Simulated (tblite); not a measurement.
C₇H₁₀O₂S.
Atom-mapped SMILES: `[CH:1]#[C:2][C@@H:3]1[CH2:4][S:5](=[O:6])(=[O:7])[CH2:8][C@@H:9]1[CH3:10]` (hydrogens: H11 on C1; H12 on C3; H13, H14 on C4; H15, H16 on C8; H17 on C9; H18, H19, H20 on C10)

Geometry (GFN2-xTB, Å), atoms numbered from 1 in this order:
```xyz
20
C7H10O2S angstrom
C      2.0802   -2.4773    0.5016
C      1.5500   -1.4879    0.0872
C      0.8973   -0.2960   -0.4199
C      1.0940    0.9054    0.4916
S     -0.2560    2.0277   -0.0274
O     -1.0511    2.3994    1.1110
O      0.2738    3.0906   -0.8363
C     -1.1615    0.8340   -1.0800
C     -0.6279   -0.5000   -0.5983
C     -1.3091   -0.8980    0.7095
H      2.5524   -3.3430    0.8598
H      1.3254   -0.0663   -1.4041
H      2.0395    1.4143    0.3396
H      0.9534    0.6651    1.5408
H     -0.9020    1.0590   -2.1102
H     -2.2252    0.9615   -0.9128
H     -0.7883   -1.2850   -1.3452
H     -1.3551   -0.0509    1.3889
H     -0.7689   -1.7120    1.1878
H     -2.3261   -1.2299    0.5136
```

Level: GFN2-xTB in tblite, geometry and Hessian alike; calculated harmonic values, unscaled, isolated species. Errors from tens to a few hundred cm⁻¹ against measured bands are possible. One conformer, not necessarily the lowest.

Harmonic wavenumbers (cm⁻¹): 66.1, 112.2, 127.9, 190.0, 235.6, 254.6, 298.9, 317.4, 335.7, 374.1, 384.1, 454.7, 476.3, 533.7, 584.9, 658.3, 670.2, 682.7, 760.1, 820.5, 844.5, 866.0, 951.8, 989.7, 1022.2, 1038.9, 1056.6, 1065.0, 1111.9, 1135.1, 1154.5, 1177.3, 1195.3, 1251.9, 1256.9, 1264.3, 1299.0, 1326.6, 1415.7, 1428.4, 1430.6, 1494.1, 1504.3, 2291.0, 2908.4, 2936.0, 3030.3, 3039.4, 3041.3, 3046.4, 3051.9, 3052.9, 3059.6, 3396.5.

A = 2275, B = 851.8, C = 763.7 MHz; mass 158.040 u (most abundant isotopes); point group C1, symmetry number 1.

Question: Zero-point energy?

Answer: ½Σν̃ = 34236 cm⁻¹ = 97.89 kcal/mol.

Question: Give the ideal-gas entropy at 500 K and 1 bar in the rigid-rotor, harmonic-oscillator model (classical rotation).

Answer: Translation 43.68, rotation 31.31, vibration 50.20: S = 125.2 cal/(mol K).

Question: And Cp and H(500 K) − H(0)?

Answer: Cp = 61.93 cal/(mol K), of which vibrations give 53.98 (their classical limit is 54 R = 107.3); H(500 K) − H(0) = 17.69 kcal/mol without the zero-point energy, 13.72 from vibrations.

Question: What must be added to the electronic energy to get the Gibbs energy at 500 K and 1 bar?

Answer: ZPE + [H(500 K) − H(0)] − T·S = 97.89 + 17.69 − 62.59 = 52.99 kcal/mol.

Question: Which modes carry the vibrational entropy at 500 K?

Answer: 66.1 cm⁻¹: 5.29; 112.2 cm⁻¹: 4.24; 127.9 cm⁻¹: 3.98; 190.0 cm⁻¹: 3.21; 235.6 cm⁻¹: 2.80; 254.6 cm⁻¹: 2.65 cal/(mol K); the other 48 give 28.03 together.

Question: How do the functions run with temperature in this model?

Answer: 
| T (K) | S (cal/(mol K)) | Cp (cal/(mol K)) | H − H(0) (kcal/mol) | G − H(0) (kcal/mol) | ln q(vib) |
| --- | --- | --- | --- | --- | --- |
| 50 | 58.3 | 11.5 | 0.46 | -2.46 | 0.23 |
| 100 | 68.2 | 17.8 | 1.19 | -5.63 | 1.05 |
| 298.15 | 98.5 | 41.7 | 7.11 | -22.26 | 5.91 |
| 373.15 | 108.8 | 50.1 | 10.56 | -30.04 | 7.95 |
| 750 | 153.6 | 77.8 | 35.33 | -79.84 | 18.22 |
| 1000 | 177.4 | 87.9 | 56.13 | -121.30 | 24.54 |

q(vib) and H(0) count from the zero-point level.

Hindered rotation and anharmonicity are outside this model. Other conformers, if any are populated, would add a mixing term that is left out. The structure is chiral; the term R ln 2 for an equal mix with its mirror image is left out.
